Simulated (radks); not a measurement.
The numbers below are computed, except where a source is named.
Valence configurations of the iron ion Fe+ (all share [Ar]). Code: a radial shooting solver on a logarithmic mesh with Libxc functionals. Model: scalar-relativistic Kohn-Sham, LDA (Slater exchange, Perdew-Wang correlation), spin-polarised, spherical densities, point nucleus; open shells are filled with parallel spins first. Energies are relative to 3d6 4s1; eigenvalues in eV for spin up.

valence,E (eV),moment (Bohr magnetons),e(3d),e(4p),e(4s)
3d6 4s1,0.000,5,-17.582,-,-13.296
3d7,0.369,3,-12.771,-,-
3d5.5 4s1.5,1.486,5,-20.446,-,-14.032
3d6 4s0.5 4p0.5,2.644,5,-18.265,-8.422,-13.724
3d5 4s2,3.608,5,-23.543,-,-14.757
3d6 4p1,5.305,5,-18.933,-8.786,-
3d5 4s1 4p1,7.410,7,-24.787,-10.038,-15.971
3d4.5 4s1 4p1.5,15.482,7,-28.523,-10.953,-17.216
3d4.5 4s0.5 4p2,18.626,7,-29.140,-11.242,-17.554
3d4 4s2 4p1,21.031,5,-31.325,-10.940,-17.387

NIST lists [Ar] 3d6 4s1 as the ground configuration; this level of theory agrees among the configurations tried. The energies are those of spherical high-spin densities, not of single terms.
